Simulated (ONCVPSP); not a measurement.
# Before and after: ONCV potential for iron (Fe)

ONCVPSP 4.0.1 input, shortened (lines: element, Z, core and valence counts, functional; n l f; lmax; l rc ep ncon nbas qcut; lloc lpopt rc5 dvloc0; l nproj debl; icmod fcfact rcfact), BLYP, scalar-relativistic:

```
  Fe 26.00    3    4  -106131      upf
    1    0    2.00
    2    0    2.00
    2    1    6.00
    3    0    2.00
    3    1    6.00
    3    2    6.00
    4    0    2.00
    2
    0    1.30    0.00    4    7    8.90
    1    1.05    0.00    4    8   13.00
    2    1.05    0.00    3    7   12.30
    4    5    0.90    0.00
    0    2    0.70
    1    2    0.80
    2    3    2.80
    0    0.00    0.00
```

In the p channel the program set the typed energies aside and used -2.199, 0.250 Ha.

All-electron outer shells of the reference configuration (BLYP, scalar-relativistic, ld1.x):

| shell | level (eV) | outermost node (bohr) | outermost maximum (bohr) |
| --- | --- | --- | --- |
| 2p | -698.73 | – | 0.18 |
| 3s | -93.73 | 0.33 | 0.70 |
| 3p | -59.84 | 0.30 | 0.72 |
| 3d | -7.40 | – | 0.71 |
| 4s | -5.22 | 1.00 | 2.38 |

Change: all radii scaled by about 0.86 (s 1.12, p 0.90, d 0.90 bohr); local potential polynomial inside 0.78 bohr (lpopt 5, dvloc0 0 Ha).

Cutoffs: the cutoffs (Ha) at which the residual kinetic energy of the hardest occupied pseudo-wave falls to 1 and 0.1 mHa per electron; they do not see the model core or the augmentation charge, which bear on the density cutoff. Errors are all-electron minus pseudo energies relative to the spin-unpolarised reference configuration.

Problem. How do hardness, ghosts and transferability respond?

Solution. The potential gets harder (65 Ha and 75 Ha → 77 Ha and 243 Ha); of the 4 tests that both files solve, the error grows in 1 and shrinks in 1 by more than 15 % and 0.3 meV (median size 0.6 → 0.2 meV); neither file shows a bound ghost. A smaller radius makes the pseudo-wave follow the all-electron one further in, where it bends more sharply, so more plane waves are needed.

| quantity | base | changed |
| --- | --- | --- |
| cutoff, loose | 65 Ha | 77 Ha |
| cutoff, tight | 75 Ha | 243 Ha |
| loose cutoff by channel | s 29 Ha, p 32 Ha, d 65 Ha | s 35 Ha, p 58 Ha, d 77 Ha |
| bound ghosts | none | none |
| GHOST(+) flags under 300 eV | none | none |
| error for 3s2 3p6 3d6 4s1, meV [ΔE 8.73 eV] | -0.2 | -0.3 |
| error for 3s2 3p6 3d6 4s0, meV [ΔE 25.11 eV] | +1.0 | 0.0 |
| error for 3s2 3p6 3d5 4s0, meV [ΔE 59.34 eV] | -5.3 | -12 |
| error for 3s2 3p6 3d6 4s1 4p1, meV [ΔE 4.12 eV] | -0.1 | -0.1 |
